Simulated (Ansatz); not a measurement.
Mulliken charges of C$_{2}$H$_{4}$BFGe (`F[B]1C=[CH][GeH2]1`) from PBE/def2-TZVPP in Ansatz (PBE0-D4/def2-TZVP geometry).

```
atom   x (Å)   y (Å)   z (Å)  charge (e)
  F1  -1.261  -0.622  -2.185      -0.193
  B2  -0.592  -0.299  -1.101       0.300
  C3   0.815   0.320  -0.933      -0.153
  C4   0.944   0.414   0.412      -0.120
 Ge5  -0.801  -0.331   0.974       0.030
  H6   1.571   0.629  -1.652       0.085
  H7   1.819   0.810   0.925       0.092
  H8  -1.701   0.659   1.739      -0.021
  H9  -0.706  -1.626   1.804      -0.021
```

Question: By hand: the dipole of these point charges (1 e Å = 4.8032 D).

Answer: Σ q r = (0.155, 0.070, 0.084) e Å, of length 0.190 e Å = 0.91 D.

Question: How does the dipole of the full density compare? (Estimate.)

Answer: Ansatz gave: (0.236, 0.105, 0.071) e Å, 1.29 D; the point charges give 0.71 times that, at 11° from its direction.

Point charges leave out the atoms' own dipoles, such as those of lone pairs, and Mulliken's split depends on the basis, so the two needn't agree.
